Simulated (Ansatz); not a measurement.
**Cost against result**

Saddle point of SiH₂BrF₃, closed shell (SiHBrF₂ ([F][SiH]([F])[Br]) + HF → SiHF₃ ([F][SiH]([F])[F]) + HBr; bonds formed: Si1–F7, Br2–H6; bonds broken: Si1–Br2, H6–F7), PBE0-D4/def2-TZVP structure:

```json
{"atom": "Si1", "x (Å)": "-0.2192", "y (Å)": "0.4864", "z (Å)": "-0.2342"}
{"atom": "Br2", "x (Å)": "-0.1443", "y (Å)": "-2.0851", "z (Å)": "-0.0017"}
{"atom": "F3", "x (Å)": "-1.2592", "y (Å)": "0.2068", "z (Å)": "-1.4086"}
{"atom": "F4", "x (Å)": "-1.1108", "y (Å)": "0.9326", "z (Å)": "0.9861"}
{"atom": "H5", "x (Å)": "0.5916", "y (Å)": "1.5285", "z (Å)": "-0.8678"}
{"atom": "H6", "x (Å)": "0.9386", "y (Å)": "-1.1226", "z (Å)": "0.7431"}
{"atom": "F7", "x (Å)": "1.2033", "y (Å)": "0.0536", "z (Å)": "0.7833"}
```

Barriers are electronic and count from the start structure reached by relaxing down the imaginary mode.

Program: Ansatz 0.2.0. Basis: as named in each row. Cores are frozen in the correlated methods. Filled d shells of the heavier atoms are correlated. The def2 sets are not built for correlating such inner shells, so the correlated values are less sure here. B3LYP uses VWN-RPA correlation. Extrapolation: Hartree–Fock as exp(−7.88 √X), correlation as X^−2.97.

Times are rough, for one single point on 8 threads of a shared host (Arm Neoverse V1).

The estimate by CCSD(T) at an estimated basis limit (MP2 extrapolated from triple and quadruple zeta, plus CCSD(T) − MP2 in triple zeta) is 122.8 kJ/mol.

```
      method       basis  time (s)  barrier (kJ/mol)  method less estimate
          HF      STO-3G   under 1             157.6                  34.9
      PBE-D4      STO-3G   under 1             -56.0                -178.8
       SPW92    def2-SVP   under 1              30.5                 -92.2
      PBE-D4    def2-SVP   under 1              68.4                 -54.3
    B3LYP-D4       6-31G   under 1              92.9                 -29.9
       SPW92  def2-TZVPP   under 1              54.7                 -68.1
     PBE0-D4    def2-SVP   under 1              92.1                 -30.6
      PBE-D4  def2-TZVPP         1              91.0                 -31.8
     BLYP-D4  def2-TZVPP         1             102.4                 -20.4
    B3LYP-D4  def2-TZVPP         1             114.5                  -8.3
    BHLYP-D4  def2-TZVPP         1             133.2                  10.5
     PBE0-D4  def2-TZVPP         2             109.0                 -13.8
CAM-B3LYP-D4  def2-TZVPP         2             112.4                 -10.4
   r2SCAN-D4  def2-TZVPP         2              97.0                 -25.8
  RPA on PBE  def2-TZVPP         2             118.3                  -4.5
     wB97M-V    def2-SVP         3              90.2                 -32.5
      B2PLYP  def2-TZVPP         3             117.7                  -5.1
  r2SCAN0-D4  def2-TZVPP         3             110.9                 -11.9
    PBE-QIDH  def2-TZVPP         3             118.9                  -3.8
     CCSD(T)    def2-SVP         4             125.0                   2.2
     wB97X-V  def2-TZVPP         4             116.0                  -6.7
      B97M-V  def2-TZVPP         4             114.3                  -8.4
     wB97M-V  def2-TZVPP         4             110.6                 -12.1
         MP2  def2-QZVPP         9             118.2                  -4.6
     CCSD(T)  def2-TZVPP        85             123.4                   0.6
```

All methods are single points on the PBE0-D4 structures; a negative value means that the method puts the saddle structure below the start.

No T1 diagnostic of these runs exceeds 0.011.

Labels in which every atom is bracketed show which atoms are joined, not bond orders.
